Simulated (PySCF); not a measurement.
C3H2NO3SSe (charge -1).
Bonds: O1–S2 (double), S2–O3 (double), S2–O4, S2–C5, C5–N6 (aromatic), N6–C7 (aromatic), C7–C8 (aromatic), C8–Se9 (aromatic), C5–Se9 (aromatic). Hydrogens: H10 on C7; H11 on C8.

All values: B3LYP/def2-SVPD (PySCF, non-relativistic), on one gas-phase PBE0-D3(BJ)/def2-SVP geometry that isn't relaxed in the solvent. The solvent is an IEF-PCM continuum (cavity from Bondi-type radii × 1.2), and excitations are vertical TDDFT with non-equilibrium linear response and a frozen core. The model holds no explicit solvent molecules, cavitation or dispersion. Spin–orbit coupling is left out although an atom past zinc is present.

Gas-phase singlets (H = HOMO, L = LUMO):

```tsv
state	E (eV)	λ (nm)	f	leading configurations
S1	3.995	310	0.000	H→L 99%
S2	4.529	274	0.001	H-2→L 96%
S3	4.749	261	0.000	H→L+1 94%
S4	4.757	261	0.073	H-1→L 90%
S5	5.008	248	0.000	H-1→L+1 91%
```

Question: What are the lowest 5 singlets in acetonitrile (ε = 35.69)?

Answer: 
```json
{"state": "S1", "E (eV)": "4.847", "λ (nm)": "256", "f": "0.099", "leading configurations": "H→L 88%", "change by rank (eV)": "+0.852"}
{"state": "S2", "E (eV)": "4.871", "λ (nm)": "255", "f": "0.001", "leading configurations": "H-2→L 98%", "change by rank (eV)": "+0.342"}
{"state": "S3", "E (eV)": "5.109", "λ (nm)": "243", "f": "0.032", "leading configurations": "H-1→L 92%", "change by rank (eV)": "+0.360"}
{"state": "S4", "E (eV)": "5.506", "λ (nm)": "225", "f": "0.000", "leading configurations": "H→L+1 97%", "change by rank (eV)": "+0.749"}
{"state": "S5", "E (eV)": "5.641", "λ (nm)": "220", "f": "0.096", "leading configurations": "H-3→L 87%", "change by rank (eV)": "+0.633"}
```

Question: How does the list change in water (ε = 78.36)?

Answer: 
```
state  E (eV)  λ (nm)      f  leading configurations  change by rank (eV)
   S1   4.850     256  0.102                 H→L 89%               +0.855
   S2   4.879     254  0.001               H-2→L 98%               +0.350
   S3   5.133     242  0.029               H-1→L 93%               +0.384
   S4   5.512     225  0.000               H→L+1 97%               +0.755
   S5   5.643     220  0.095               H-3→L 87%               +0.635
```

Question: How do the frontier levels move from gas to water?

Answer: 
```csv
orbital,gas (eV),solvent (eV),change (eV)
LUMO+2,3.42,0.26,-3.16
LUMO+1,2.57,-0.22,-2.79
LUMO,2.06,-1.45,-3.51
HOMO,-2.78,-6.85,-4.07
HOMO-1,-3.26,-7.42,-4.16
HOMO-2,-3.56,-7.55,-3.99
HOMO-3,-4.01,-7.72,-3.71
```

The HOMO–LUMO gap goes from 4.83 to 5.41 eV. Rows go by rank; for HOMO-3, HOMO-2, HOMO-1, HOMO and LUMO+2 the atom shares or the degeneracy differ between the runs, so the row needn't follow one orbital.

The values belong to the conformer `[O:1]=[S:2](=[O:3])([O-:4])[c:5]1[n:6][cH:7][cH:8][se:9]1`: O1–S2–C5–N6 180°.
